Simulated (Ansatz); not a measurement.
System: InH2 (charge +1, singlet). SMILES of the parent species: [InH2]
Geometry from a B3LYP-D3(BJ)/def2-TZVP (Ansatz, a quantum-chemistry and plane-wave program) optimisation:
```
In
H 1 1.6703
H 1 1.6703 2 180.00
```
Charge +1, spin multiplicity 1.

Parts of the frozen-core correlation energy in def2-SVP (Ansatz, hartree). Frozen orbitals: 9; correlated occupied orbitals by spin: 2 and 2; virtual: 25 and 25. Spin-orbit coupling is left out. In def2 rows, elements after Kr have scalar-relativistic effective core potentials.

| term | value |
|---|---|
| reference (HF) | -190.09027 |
| MP2 opposite-spin | -0.04471 |
| MP2 same-spin | -0.00121 |
| CCSD correlation | -0.06161 |
| (T) | -0.00060 |
| CCSDT minus CCSD(T) | -0.00025 |
| CCSDT(Q) minus CCSD(T) | -0.00026 |
| T1 diagnostic | 0.012 |
| largest doubles amplitude | 0.101 |
